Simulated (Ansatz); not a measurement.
Al₈Sb₇I₃. Total charge 0; singlet. Geometry PBE-D4/def2-SVP; atoms count from 1.

| atom | x (Å) | y (Å) | z (Å) |
| --- | --- | --- | --- |
| Sb1 | 2.665 | 0.086 | -0.478 |
| Sb2 | 0.016 | 2.636 | -2.663 |
| Sb3 | 1.480 | -0.836 | 3.779 |
| Sb4 | -0.284 | 2.716 | 2.241 |
| Sb5 | -1.099 | -1.816 | -2.533 |
| Sb6 | -3.869 | 0.881 | -0.063 |
| Sb7 | -0.698 | -1.969 | 2.164 |
| Al8 | 0.054 | -0.941 | -0.284 |
| Al9 | 2.065 | -1.732 | 1.428 |
| Al10 | 0.934 | 0.140 | -2.792 |
| Al11 | 0.396 | 1.852 | -0.152 |
| Al12 | -1.587 | 0.565 | 1.344 |
| Al13 | -1.739 | 0.842 | -1.705 |
| Al14 | 1.982 | 1.257 | 2.122 |
| Al15 | -2.977 | -1.514 | -0.601 |
| I16 | 2.330 | -0.794 | -4.670 |
| I17 | 4.193 | 2.352 | 2.669 |
| I18 | -3.861 | -3.726 | 0.196 |

In the def2 sets I, Sb take a core potential; there is no spin–orbit coupling. Single mean-field runs in def2-TZVP are fitted with def2-universal-jkfit.

(1) Estimate the Mulliken populations from the PBE0/def2-TZVP orbitals of Ansatz.

(2) And the Mayer bond orders between bonded heavy atoms (over 0.3)?

Results:

(1) 
| atom | charge (e) |
| --- | --- |
| Sb1 | -0.03 |
| Sb2 | -0.02 |
| Sb3 | 0.04 |
| Sb4 | 0.01 |
| Sb5 | -0.06 |
| Sb6 | -0.05 |
| Sb7 | 0.02 |
| Al8 | -0.28 |
| Al9 | 0.18 |
| Al10 | 0.22 |
| Al11 | -0.04 |
| Al12 | 0.06 |
| Al13 | 0.11 |
| Al14 | 0.18 |
| Al15 | 0.24 |
| I16 | -0.18 |
| I17 | -0.23 |
| I18 | -0.18 |
Mulliken values and Mayer orders depend strongly on the basis.

(2) Sb1–Al8 0.57 (2.81 Å); Sb1–Al9 0.75 (2.70 Å); Sb1–Al10 0.48 (2.89 Å); Sb1–Al11 0.46 (2.89 Å); Sb1–Al14 0.45 (2.93 Å); Sb2–Al10 0.87 (2.66 Å); Sb2–Al11 0.84 (2.66 Å); Sb2–Al13 0.86 (2.69 Å); Sb3–Sb7 0.82 (2.94 Å); Sb3–Al9 1.08 (2.58 Å); Sb3–Al14 0.76 (2.72 Å); Sb4–Al11 0.88 (2.63 Å); Sb4–Al12 0.87 (2.67 Å); Sb4–Al14 0.80 (2.70 Å); Sb5–Al8 0.81 (2.67 Å); Sb5–Al10 0.53 (2.83 Å); Sb5–Al13 0.58 (2.86 Å); Sb5–Al15 0.71 (2.71 Å); Sb6–Al12 0.82 (2.70 Å); Sb6–Al13 0.84 (2.69 Å); Sb6–Al15 0.97 (2.61 Å); Sb7–Al8 0.67 (2.76 Å); Sb7–Al9 0.50 (2.87 Å); Sb7–Al12 0.64 (2.81 Å); Al8–Al9 0.30 (2.76 Å); Al8–Al11 0.35 (2.82 Å); Al8–Al12 0.35 (2.76 Å); Al10–I16 1.07 (2.52 Å); Al11–Al12 0.32 (2.80 Å); Al14–I17 1.03 (2.53 Å); Al15–I18 1.09 (2.51 Å).
